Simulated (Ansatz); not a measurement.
Species: CH$_{2}$B$_{2}$O, SMILES `OC1=BB1` (H–O–C–B torsion 180°) (charge 0, multiplicity 1), formula CH2B2O.

Q: How many basis functions does frozen-core CCSD(T)/cc-pVTZ // r2SCAN-D4/def2-TZVP (Ansatz, a quantum-chemistry and plane-wave program) use, how many core orbitals are frozen, and how many electrons are correlated?

A: 148 basis functions and 4 frozen orbitals, which leaves 18 correlated electrons. Core time is of the order of seconds.
